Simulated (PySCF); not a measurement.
HCl₃Si (SMILES Cl[SiH](Cl)Cl), singlet, at a GFN2-xTB geometry; PySCF with MP2/STO-3G.

Input for PySCF:
```python
from pyscf import gto, scf, mp

mol = gto.M(
    atom='''
Si    0.02863441   -0.01627765    0.49106656
Cl   -1.24158057   -1.43679456   -0.14881741
Cl   -0.64009829    1.79232122   -0.07685298
Cl    1.85144867   -0.33834186   -0.29276296
H     0.11303141   -0.06425436    1.93843503
''',
    basis='sto-3g',
    verbose=4,
)

mf = scf.RHF(mol)
mf.kernel()

pt = mp.MP2(mf, frozen=20)
pt.kernel()
print('E(MP2) = %.10f' % pt.e_tot)
```

The log (banner, timings and long lists left out):

```
PySCF version 2.14.0

[INPUT] verbose = 4
[INPUT] num. atoms = 5
[INPUT] num. electrons = 66
[INPUT] charge = 0
[INPUT] spin (= nelec alpha-beta = 2S) = 0
[INPUT] symmetry False subgroup None
[INPUT] Mole.unit = angstrom
[INPUT] Symbol           X                Y                Z      unit          X                Y                Z       unit  Magmom
[INPUT]  1 Si     0.028634410000  -0.016277650000   0.491066560000 AA    0.054111192639  -0.030760300452   0.927981307332 Bohr   0.0
[INPUT]  2 Cl    -1.241580570000  -1.436794560000  -0.148817410000 AA   -2.346247238881  -2.715148215665  -0.281224147467 Bohr   0.0
[INPUT]  3 Cl    -0.640098290000   1.792321220000  -0.076852980000 AA   -1.209610460902   3.386996233046  -0.145231084057 Bohr   0.0
[INPUT]  4 Cl     1.851448670000  -0.338341860000  -0.292762960000 AA    3.498730919990  -0.639373451876  -0.553241813817 Bohr   0.0
[INPUT]  5 H      0.113031410000  -0.064254360000   1.938435030000 AA    0.213598408373  -0.121423142709   3.663111316963 Bohr   0.0

nuclear repulsion = 342.210237161595
number of shells = 21
number of NR pGTOs = 111
number of NR cGTOs = 37
basis = sto-3g
ecp = {}

******** <class 'pyscf.scf.hf.RHF'> ********
method = RHF
initial guess = minao
damping factor = 0
level_shift factor = 0
DIIS = <class 'pyscf.scf.diis.CDIIS'>
diis_start_cycle = 1
diis_space = 8
diis_damp = 0
SCF conv_tol = 1e-09
SCF conv_tol_grad = None
SCF max_cycles = 50
direct_scf = True
direct_scf_tol = 1e-13
Set gradient conv threshold to 3.16228e-05
Initial guess from minao.
init E= -1649.45593173816
  HOMO = -0.441102595042779  LUMO = 0.112374259870249  gap/eV = 15.06087
cycle= 1 E= -1649.9950712201  delta_E= -0.539  |g|= 0.387  |ddm|= 2.66
  HOMO = -0.41220908784982  LUMO = 0.189869983871139  gap/eV = 16.38341
cycle= 2 E= -1650.07244085441  delta_E= -0.0774  |g|= 0.08  |ddm|= 1.02
  HOMO = -0.419382325059961  LUMO = 0.247688432734717  gap/eV = 18.15192
cycle= 3 E= -1650.07498916859  delta_E= -0.00255  |g|= 0.0146  |ddm|= 0.153
  HOMO = -0.420335799468971  LUMO = 0.250593712493303  gap/eV = 18.25692
cycle= 4 E= -1650.07518923812  delta_E= -0.0002  |g|= 0.00185  |ddm|= 0.0586
  HOMO = -0.420363487096748  LUMO = 0.250427638411446  gap/eV = 18.25316
cycle= 5 E= -1650.07519263436  delta_E= -3.4e-06  |g|= 0.000218  |ddm|= 0.00848
  HOMO = -0.420354977045094  LUMO = 0.250466811700242  gap/eV = 18.25399
cycle= 6 E= -1650.07519267861  delta_E= -4.43e-08  |g|= 3.87e-05  |ddm|= 0.000936
  HOMO = -0.420350082373502  LUMO = 0.250457891437563  gap/eV = 18.25361
cycle= 7 E= -1650.07519268014  delta_E= -1.53e-09  |g|= 7.85e-06  |ddm|= 0.000173
  HOMO = -0.42034978427977  LUMO = 0.250458976083862  gap/eV = 18.25364
cycle= 8 E= -1650.07519268021  delta_E= -7.09e-11  |g|= 7.5e-07  |ddm|= 3.91e-05
  HOMO = -0.42034970801991  LUMO = 0.25045893851027  gap/eV = 18.25363
Extra cycle  E= -1650.07519268021  delta_E= 2.27e-13  |g|= 2.36e-07  |ddm|= 2.2e-06
converged SCF energy = -1650.07519268021

******** <class 'pyscf.mp.mp2.RMP2'> ********
nocc = 13, nmo = 17
frozen orbitals 20
E(RMP2) = -1650.1216865087  E_corr = -0.0464938284849239
E(SCS-RMP2) = -1650.12596703412  E_corr = -0.0507743539065756
E_corr(same-spin) = -0.00579027724076899
E_corr(oppo-spin) = -0.040703551244155
E(MP2) = -1650.1216865087
```
